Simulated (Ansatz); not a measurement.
Gas-phase electronic energies from Ansatz, PBE0-D4/def2-TZVP geometries. CCSD(T)/CBS adds triple-zeta CCSD(T) − MP2 to the extrapolated MP2 energy (def2 sets, frozen cores). This one scheme is used for every species. Functionals use def2-TZVPP. HSE06 is defined as in plane-wave codes. One conformer a species, not always the lowest.

`B[SiH2]C#N` + `C=C(S)Cl` → `BSC(=C)Cl` + `N#C[SiH3]`  (cleavage of the B–Si bond)

| level | ΔE (kcal/mol) | difference from CCSD(T)/CBS |
| --- | --- | --- |
| PBE-D4 | -29.3 | -0.8 |
| PBE0-D4 | -28.5 | 0.0 |
| r2SCANh | -29.3 | -0.8 |
| HSE06 | -28.2 | 0.3 |
| RPA@PBE/def2-TZVPP | -28.0 | 0.5 |
| HF/def2-TZVPP | -25.2 | 3.3 |
| SCS-MP2/def2-TZVPP | -29.3 | -0.8 |
| CCSD/def2-TZVPP | -27.5 | 1.0 |
| SCS-MP2/def2-QZVPP | -29.1 | -0.6 |
| MP2/CBS(def2) | -30.6 | -2.1 |
| CCSD(T)/CBS | -28.5 | 0 |

Largest T1 diagnostic among the species: 0.014.

Leaving LDA and LC-ωPBE aside and taking each functional with its dispersion term where it has one, the values, not all of them listed here, spread over 2.2 kcal/mol, from r2SCAN-D4 to ωB97X-V. LDA lies −2.6 kcal/mol from PBE without D4. In def2-TZVPP, CCSD(T) changes the Hartree–Fock value by −3.5 kcal/mol (the triples alone add −1.2 kcal/mol) and MP2 by −5.6 kcal/mol. At CCSD(T), def2-SVP lies −2.2 kcal/mol from the extrapolated value and def2-TZVPP −0.2 kcal/mol.
